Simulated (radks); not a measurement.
The numbers below are computed, except where a source is named.
Species: the dysprosium ion Dy2+. Configuration: [Xe] 4f8 5d2 (not the ground configuration). Level of theory: scalar-relativistic Kohn-Sham, LDA (Slater exchange, Perdew-Wang correlation), spin-polarised, spherical densities, finite nucleus; open shells are filled with parallel spins first (spin-orbit coupling, left out, can overturn this in heavy ions); Fermi nuclear charge, rms radius 5.2218 fm (a radial shooting solver on a logarithmic mesh with Libxc functionals).

Normalised radial functions P(r) = r R(r), r in bohr:

r,5s up,5p down,4f down
0.001021,0.0491,0.0011,0.0000
0.001179,0.0551,0.0015,0.0000
0.001362,0.0616,0.0019,0.0000
0.001573,0.0688,0.0024,0.0000
0.001831,0.0772,0.0031,0.0000
0.002115,0.0857,0.0039,0.0000
0.002443,0.0948,0.0050,0.0000
0.002843,0.1050,0.0065,0.0000
0.003284,0.1152,0.0083,0.0000
0.003793,0.1255,0.0106,0.0000
0.00438,0.1359,0.0134,0.0000
0.005099,0.1464,0.0173,0.0000
0.005889,0.1556,0.0219,0.0000
0.006801,0.1633,0.0277,0.0000
0.007917,0.1690,0.0353,0.0000
0.009143,0.1712,0.0442,0.0000
0.01056,0.1692,0.0550,0.0000
0.01219,0.1619,0.0680,0.0001
0.0142,0.1470,0.0842,0.0001
0.0164,0.1248,0.1022,0.0002
0.01894,0.0939,0.1225,0.0004
0.02204,0.0513,0.1459,0.0007
0.02546,0.0019,0.1691,0.0012
0.0294,-0.0546,0.1917,0.0020
0.03395,-0.1152,0.2116,0.0032
0.03953,-0.1779,0.2263,0.0054
0.04565,-0.2289,0.2303,0.0087
0.05272,-0.2629,0.2202,0.0140
0.06138,-0.2699,0.1898,0.0226
0.07088,-0.2406,0.1391,0.0350
0.08186,-0.1715,0.0663,0.0535
0.09454,-0.0642,-0.0252,0.0802
0.1101,0.0785,-0.1326,0.1203
0.1271,0.2193,-0.2296,0.1726
0.1468,0.3348,-0.3025,0.2417
0.1709,0.3925,-0.3302,0.3348
0.1974,0.3575,-0.2919,0.4424
0.2279,0.2247,-0.1845,0.5665
0.2632,0.0107,-0.0181,0.7013
0.3064,-0.2525,0.1890,0.8444
0.3539,-0.4663,0.3675,0.9676
0.4087,-0.5736,0.4777,1.0648
0.4758,-0.5177,0.4758,1.1259
0.5495,-0.2984,0.3462,1.1370
0.6346,0.0402,0.1090,1.1022
0.7329,0.4216,-0.1915,1.0267
0.8532,0.7755,-0.5128,0.9136
0.9854,0.9925,-0.7613,0.7866
1.138,1.0616,-0.9138,0.6522
1.325,0.9844,-0.9534,0.5133
1.53,0.8126,-0.8860,0.3927
1.767,0.6003,-0.7463,0.2880
2.041,0.3968,-0.5717,0.2018
2.376,0.2256,-0.3887,0.1312
2.744,0.1159,-0.2427,0.0822
3.169,0.0516,-0.1355,0.0481
3.689,0.0185,-0.0640,0.0251
4.26,0.0058,-0.0271,0.0122
4.92,0.0015,-0.0098,0.0053
5.682,0.0003,-0.0029,0.0020
6.615,0.0000,-0.0006,0.0006
7.639,0.0000,-0.0001,0.0002

5s up: eigenvalue -72.287 eV, 4 radial nodes at r = 0.0256, 0.102, 0.265, 0.625 bohr, <r> = 1.26 bohr, 90 % of the charge inside 1.81 bohr. 5p down: eigenvalue -44.162 eV, 3 radial nodes at r = 0.0911, 0.267, 0.670 bohr, <r> = 1.48 bohr, 90 % of the charge inside 2.16 bohr. 4f down: eigenvalue -27.375 eV, 0 radial nodes, <r> = 0.785 bohr, 90 % of the charge inside 1.33 bohr.
